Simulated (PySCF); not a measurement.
Partial charges of `Cn1cnnc1C(C)(C)C`

C₇H₁₃N₃.
Numbering: `[CH3:1][n:2]1[cH:3][n:4][n:5][c:6]1[C:7]([CH3:8])([CH3:9])[CH3:10]` (hydrogens: H11, H12, H13 on C1; H14 on C3; H15, H16, H17 on C8; H18, H19, H20 on C9; H21, H22, H23 on C10)

Cartesian coordinates in Å at the GFN2-xTB level; atoms count from 1:
```
atom  x, y, z in Å
C1     2.0662   -0.9284   -0.6790
N2     1.5731    0.3681   -0.3087
C3     2.3244    1.5052   -0.2763
N4     1.6067    2.5254    0.0722
N5     0.3575    2.0843    0.2765
C6     0.3196    0.8000    0.0512
C7    -0.9214   -0.0269    0.2112
C8    -0.8129   -0.8656    1.4924
C9    -1.1558   -0.9361   -1.0014
C10   -2.1059    0.9361    0.3462
H11    3.1554   -0.9076   -0.6486
H12    1.7510   -1.1895   -1.6918
H13    1.7124   -1.6909    0.0145
H14    3.3690    1.5290   -0.5108
H15   -0.6974   -0.2147    2.3557
H16   -1.7176   -1.4553    1.6210
H17    0.0349   -1.5468    1.4605
H18   -1.0577   -0.3713   -1.9263
H19   -0.4641   -1.7737   -1.0245
H20   -2.1649   -1.3398   -0.9570
H21   -2.2295    1.5118   -0.5667
H22   -3.0197    0.3797    0.5416
H23   -1.9281    1.6339    1.1581
```

Density: PBE0/pcSseg-1 (PySCF); schemes: Mulliken, IAO, Hirshfeld and ESP-fitted. Geometry: GFN2-xTB; no solvent, vibrations or thermal averaging.

Question: Do the Mulliken, IAO, Hirshfeld and ESP-fitted schemes agree on where the charge is highest?

Answer: The schemes don't all agree: Mulliken C6 (+0.550); IAO H14 (+0.166); Hirshfeld C6 (+0.092); ESP-fitted C6 (+0.478).

Question: For which atoms does the sign change between the 4 schemes (beyond +0.03 e in one, beyond −0.03 e in another)?

Answer: C7.

Question: Tabulate the Mulliken, IAO, Hirshfeld and ESP-fitted charges.

Answer: In e:

```tsv
atom	environment	Mulliken	IAO	Hirshfeld	ESP-fitted
C1	N-methyl carbon	-0.053	-0.306	-0.046	-0.489
N2	pyrrole-type nitrogen	-0.673	-0.103	-0.010	-0.075
C3	aromatic CH next to a ring nitrogen	+0.260	+0.008	+0.025	+0.182
N4	pyridine-type nitrogen	-0.258	-0.222	-0.173	-0.413
N5	pyridine-type nitrogen	-0.308	-0.241	-0.147	-0.338
C6	substituted aromatic carbon	+0.550	+0.158	+0.092	+0.478
C7	benzylic-type carbon	-0.646	+0.037	+0.025	+0.404
C8	methyl carbon	-0.139	-0.411	-0.118	-0.574
C9	methyl carbon	-0.155	-0.417	-0.120	-0.529
C10	methyl carbon	-0.111	-0.410	-0.121	-0.446
H11	methyl hydrogen	+0.132	+0.163	+0.062	+0.189
H12	methyl hydrogen	+0.139	+0.158	+0.055	+0.174
H13	methyl hydrogen	+0.137	+0.156	+0.056	+0.180
H14	aromatic hydrogen	+0.098	+0.166	+0.066	+0.116
H15	methyl hydrogen	+0.124	+0.149	+0.044	+0.149
H16	methyl hydrogen	+0.114	+0.140	+0.043	+0.158
H17	methyl hydrogen	+0.101	+0.125	+0.033	+0.120
H18	methyl hydrogen	+0.118	+0.143	+0.040	+0.120
H19	methyl hydrogen	+0.102	+0.127	+0.034	+0.126
H20	methyl hydrogen	+0.118	+0.144	+0.045	+0.145
H21	methyl hydrogen	+0.115	+0.147	+0.039	+0.101
H22	methyl hydrogen	+0.104	+0.130	+0.038	+0.131
H23	methyl hydrogen	+0.135	+0.160	+0.038	+0.090
```

Mean size of the charges over all atoms: ESP-fitted 0.249 e, Mulliken 0.204 e, IAO 0.183 e, Hirshfeld 0.064 e. Each set sums to the total charge, 0, to within 0.001 e. The Mulliken scheme gives each basis function's population to the atom it is centred on and halves the overlap population of two atoms between them. The IAO scheme counts the electrons in orthogonalised intrinsic atomic orbitals, a minimal basis polarised so that it spans the occupied orbitals exactly.

Question: How closely do the schemes follow one another over all atoms?

Answer: Correlation coefficient and root-mean-square difference: IAO with ESP-fitted 0.92, 0.132 e; IAO with Hirshfeld 0.91, 0.145 e; Hirshfeld with ESP-fitted 0.90, 0.230 e; Mulliken with Hirshfeld 0.55, 0.234 e; Mulliken with IAO 0.52, 0.240 e; Mulliken with ESP-fitted 0.42, 0.305 e.

Question: How many electrons does the Mulliken scheme count on N4?

Answer: Z − q = 7 − (-0.258) = 7.258.

Question: Sum the charges by element.

Answer: 
```csv
element,atoms,Mulliken,IAO,Hirshfeld,ESP-fitted
C,7,-0.296,-1.341,-0.262,-0.975
N,3,-1.239,-0.566,-0.330,-0.826
H,13,+1.535,+1.907,+0.593,+1.802
```
